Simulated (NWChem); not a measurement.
All runs are NWChem calculations. System: vinylidene fluoride (C₂H₂F₂), charge 0, spin multiplicity 1, at a geometry optimised with B3LYP/def2-SVP. Level: LDA (SVWN5)/def2-TZVP.

Job file:

```
start mol
memory heap 200 mb stack 900 mb global 1100 mb
geometry units angstroms nocenter noautoz
  C      0.000000     0.000000    -1.386477
  C      0.000000     0.000000    -0.060242
  F      1.079861     0.000000     0.696267
  F     -1.079861     0.000000     0.696267
  H     -0.945434     0.000000    -1.926242
  H      0.945434     0.000000    -1.926242
  symmetry group C2v
end
basis spherical
  * library def2-tzvp
end
dft
  xc slater vwn_5
  semidirect memsize 60000000 filesize 0
  iterations 100
end
task dft energy
```

Output (cleaned and shortened):

```
             Northwest Computational Chemistry Package (NWChem) 7.3.0
             --------------------------------------------------------

                                NWChem Input Module
                                -------------------

 Scaling coordinates for geometry "geometry" by  1.889725989
 (inverse scale =  0.529177249)

 Turning off AUTOSYM since
 SYMMETRY directive was detected!

                             Geometry "geometry" -> ""
                             -------------------------

 Output coordinates in angstroms (scale by  1.889725989 to convert to a.u.)

  No.       Tag          Charge          X              Y              Z
 ---- ---------------- ---------- -------------- -------------- --------------
    1 C                    6.0000     0.00000000     0.00000000    -1.38647700
    2 C                    6.0000     0.00000000     0.00000000    -0.06024200
    3 F                    9.0000     1.07986100     0.00000000     0.69626700
    4 F                    9.0000    -1.07986100     0.00000000     0.69626700
    5 H                    1.0000    -0.94543400     0.00000000    -1.92624200
    6 H                    1.0000     0.94543400     0.00000000    -1.92624200

 Effective nuclear repulsion energy (a.u.)     117.5680847079

            Nuclear Dipole moment (a.u.)
            ----------------------------
        X                 Y               Z
 ---------------- ---------------- ----------------
     0.0000000000     0.0000000000     0.0000151178

      Symmetry information
      --------------------

 Group name             C2v
 Group number             16
 Group order               4
 No. of unique centers     4

      Symmetry unique atoms

     1    2    3    5


 Summary of "ao basis" -> "" (spherical)
 ------------------------------------------------------------------------------
       Tag                 Description            Shells   Functions and Types
 ---------------- ------------------------------  ------  ---------------------
 *                         def2-tzvp                  on all atoms

                                 NWChem DFT Module
                                 -----------------

 Summary of "ao basis" -> "ao basis" (spherical)
 ------------------------------------------------------------------------------
       Tag                 Description            Shells   Functions and Types
 ---------------- ------------------------------  ------  ---------------------
 C                         def2-tzvp                11       31   5s3p2d1f
 F                         def2-tzvp                11       31   5s3p2d1f
 H                         def2-tzvp                 4        6   3s1p

 Summary of "ao basis" -> "ao basis" (spherical)
 ------------------------------------------------------------------------------
       Tag                 Description            Shells   Functions and Types
 ---------------- ------------------------------  ------  ---------------------
 C                         def2-tzvp                11       31   5s3p2d1f
 F                         def2-tzvp                11       31   5s3p2d1f
 H                         def2-tzvp                 4        6   3s1p

      Symmetry analysis of basis
      --------------------------

        a1         54
        a2         17
        b1         40
        b2         25

            General Information
            -------------------
          SCF calculation type: DFT
          Wavefunction type:  closed shell.
[...]
 d= 0,ls=0.0,diis     6   -275.2192216492 -5.94D-04  9.07D-05  3.37D-04     3.9
 d= 0,ls=0.0,diis     7   -275.2192550846 -3.34D-05  7.16D-05  2.81D-05     4.1
 d= 0,ls=0.0,diis     8   -275.2192468432  8.24D-06  4.58D-05  9.48D-05     4.4
 d= 0,ls=0.0,diis     9   -275.2192581960 -1.14D-05  1.02D-05  7.51D-06     4.6
 d= 0,ls=0.0,diis    10   -275.2192590553 -8.59D-07  1.79D-06  2.08D-07     4.9

         Total DFT energy =     -275.219259055295
      One electron energy =     -614.868879067204
           Coulomb energy =      252.484043277599
    Exchange-Corr. energy =      -30.402507973620
 Nuclear repulsion energy =      117.568084707929

 Numeric. integr. density =       32.000002000731

     Total iterative time =      4.3s

                  Occupations of the irreducible representations
                  ----------------------------------------------

                     irrep           alpha         beta
                     --------     --------     --------
                     a1                8.0          8.0
                     a2                1.0          1.0
                     b1                5.0          5.0
                     b2                2.0          2.0

                       DFT Final Molecular Orbital Analysis
                       ------------------------------------

 Vector   14  Occ=2.000000D+00  E=-3.919341D-01  Symmetry=a1
              MO Center= -1.9D-13, -1.3D-15,  1.0D-02, r^2= 2.4D+00
   Bfn.  Coefficient  Atom+Function         Bfn.  Coefficient  Atom+Function
  ----- ------------  ---------------      ----- ------------  ---------------
    70      0.291550  3 F  pz               101      0.291550  4 F  pz
     8      0.231252  1 C  pz                73      0.228782  3 F  pz
   104      0.228782  4 F  pz                39     -0.169537  2 C  pz
    35      0.160826  2 C  s                 76      0.148609  3 F  pz
   107      0.148609  4 F  pz                 5      0.131685  1 C  s

 Vector   15  Occ=2.000000D+00  E=-3.680941D-01  Symmetry=b1
              MO Center= -5.7D-14, -2.3D-17, -2.4D-01, r^2= 2.8D+00
   Bfn.  Coefficient  Atom+Function         Bfn.  Coefficient  Atom+Function
  ----- ------------  ---------------      ----- ------------  ---------------
    70      0.233941  3 F  pz               101     -0.233941  4 F  pz
     6      0.217322  1 C  px                68     -0.187721  3 F  px
    99     -0.187721  4 F  px                73      0.185859  3 F  pz
   104     -0.185859  4 F  pz               126     -0.150380  5 H  s
   132      0.150380  6 H  s                  9      0.147344  1 C  px

 Vector   16  Occ=2.000000D+00  E=-2.441912D-01  Symmetry=b2
              MO Center=  3.6D-15,  1.1D-15, -6.8D-01, r^2= 1.8D+00
   Bfn.  Coefficient  Atom+Function         Bfn.  Coefficient  Atom+Function
  ----- ------------  ---------------      ----- ------------  ---------------
     7      0.320553  1 C  py                10      0.269968  1 C  py
    38      0.250858  2 C  py                41      0.228937  2 C  py
    13      0.218978  1 C  py                69     -0.180125  3 F  py
   100     -0.180125  4 F  py                72     -0.141617  3 F  py
   103     -0.141617  4 F  py                75     -0.119366  3 F  py

 Vector   17  Occ=0.000000D+00  E=-3.327698D-02  Symmetry=b2
              MO Center=  1.2D-15, -3.9D-15, -6.6D-01, r^2= 2.2D+00
   Bfn.  Coefficient  Atom+Function         Bfn.  Coefficient  Atom+Function
  ----- ------------  ---------------      ----- ------------  ---------------
    13      0.557768  1 C  py                44     -0.444278  2 C  py
    41     -0.417511  2 C  py                38     -0.410059  2 C  py
     7      0.279474  1 C  py                10      0.235156  1 C  py
    75      0.171761  3 F  py               106      0.171761  4 F  py
    69      0.154919  3 F  py               100      0.154919  4 F  py

 Vector   18  Occ=0.000000D+00  E= 3.209246D-02  Symmetry=a1
              MO Center=  2.9D-14,  5.5D-15, -6.8D-01, r^2= 5.2D+00
   Bfn.  Coefficient  Atom+Function         Bfn.  Coefficient  Atom+Function
  ----- ------------  ---------------      ----- ------------  ---------------
    36      1.382850  2 C  s                  5     -1.127966  1 C  s
   127      1.023425  5 H  s                133      1.023425  6 H  s
     4     -0.939015  1 C  s                 67     -0.650663  3 F  s
    98     -0.650663  4 F  s                 35      0.614482  2 C  s
    45      0.364175  2 C  pz                74      0.267227  3 F  px

 Vector   19  Occ=0.000000D+00  E= 5.071753D-02  Symmetry=b1
              MO Center= -2.0D-15, -4.7D-17, -1.4D+00, r^2= 4.0D+00
   Bfn.  Coefficient  Atom+Function         Bfn.  Coefficient  Atom+Function
  ----- ------------  ---------------      ----- ------------  ---------------
   127      1.782073  5 H  s                133     -1.782073  6 H  s
    12      1.322846  1 C  px                40      0.315227  2 C  px
    37      0.268892  2 C  px                 6      0.201182  1 C  px
    76      0.164200  3 F  pz               107     -0.164200  4 F  pz
    67     -0.160473  3 F  s                 98      0.160473  4 F  s

 center of mass
 --------------
 x =   0.00000000 y =   0.00000000 z =   0.15388412

 moments of inertia (a.u.)
 ------------------
         173.504304218651           0.000000000000           0.000000000000
           0.000000000000         338.165149996159           0.000000000000
           0.000000000000           0.000000000000         164.660845777508

     Multipole analysis of the density
     ---------------------------------

     L   x y z        total         alpha         beta         nuclear
     -   - - -        -----         -----         ----         -------
     0   0 0 0     -0.000000    -16.000000    -16.000000     32.000000

     1   1 0 0     -0.000000     -0.000000     -0.000000      0.000000
     1   0 1 0     -0.000000     -0.000000     -0.000000      0.000000
     1   0 0 1     -0.430119     -0.215067     -0.215067      0.000015

     2   2 0 0    -16.359900    -48.849886    -48.849886     81.339871
     2   1 1 0      0.000000      0.000000      0.000000      0.000000
     2   1 0 1      0.000000      0.000000      0.000000      0.000000
     2   0 2 0    -17.060020     -8.530010     -8.530010      0.000000
     2   0 1 1      0.000000      0.000000      0.000000      0.000000
     2   0 0 2    -15.382708    -57.155382    -57.155382     98.928056

 Task  times  cpu:        4.9s     wall:        4.9s

 Total times  cpu:        4.9s     wall:        4.9s
```
